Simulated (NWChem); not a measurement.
Species: CClF2 cation

All runs: NWChem. Pople sets run with spherical d functions. Medium grid unless said otherwise, to which SCAN and Minnesota functionals are sensitive. Structure relaxed at the B3LYP/6-31G* (spherical d) level. Hybrids' shares of exact exchange are those that their runs print; pure functionals count as 0. The functionals differ in more than this share.

```
row             share of exact exchange  highest occupied level (eV)
--------------  -----------------------  ---------------------------
PBE/6-31G*                         0.00                       -16.06
BP86/6-31G*                        0.00                       -16.17
B3LYP/6-31G*                       0.20                       -17.39
PBE0/6-31G*                        0.25                       -17.72
r2SCAN0/6-31G*                     0.25                       -18.02
PW6B95/6-31G*                      0.28                       -17.83
M05-2X/6-31G*                      0.56                     withheld
```

Problem. Fit a straight line of the last column on the one before it, predict the withheld value, and compare with the run.

Solution. 
1. Means of the 6 shown rows: x = 0.163, y = -17.198. Slope Σ(x − x̄)(y − ȳ)/Σ(x − x̄)² = -0.5510/0.08333 = -6.612; intercept -16.118.
2. The shown rows scatter about the line by 0.124 (root mean square); the largest residual is -0.25, at r2SCAN0/6-31G*.
3. At x = 0.56 (M05-2X/6-31G*; beyond the shown range) the line gives -19.82.
4. The run gives -19.32, +0.50 from the line, 4.0 times the scatter.
